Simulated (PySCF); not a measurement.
**Vibration and rotation of LiSe⁻**

RHF-CCSD(T) constants of LiSe⁻, ¹Σ⁺ (singlet), closed shell (PySCF, spin-free X2C with a Gaussian nucleus, basis sets Li aug-cc-pVDZ-DK, Se aug-cc-pVDZ-DK; masses 7.0160 and 79.9165 u):

```
ωe              : 549.1 cm⁻¹
ωexe            : 5.32 cm⁻¹
Be              : 0.54171 cm⁻¹
αe              : 0.00709 cm⁻¹
D (centrifugal) : 2.11e-06 cm⁻¹
```

Problem. Give the vibrational terms G(v) and spacings up to v = 3.

Solution. G(v) = ωe(v+½) − ωexe(v+½)².

```
v  G(v) (cm⁻¹)  G(v) − G(v−1)  Bv (cm⁻¹)
0          273                    0.5382
1          812            538     0.5311
2         1340            528     0.5240
3         1857            517     0.5169
```

Correlated steps freeze 9 core orbitals. The CCSD T1 diagnostic is raised, a sign that a single reference may not be enough here.
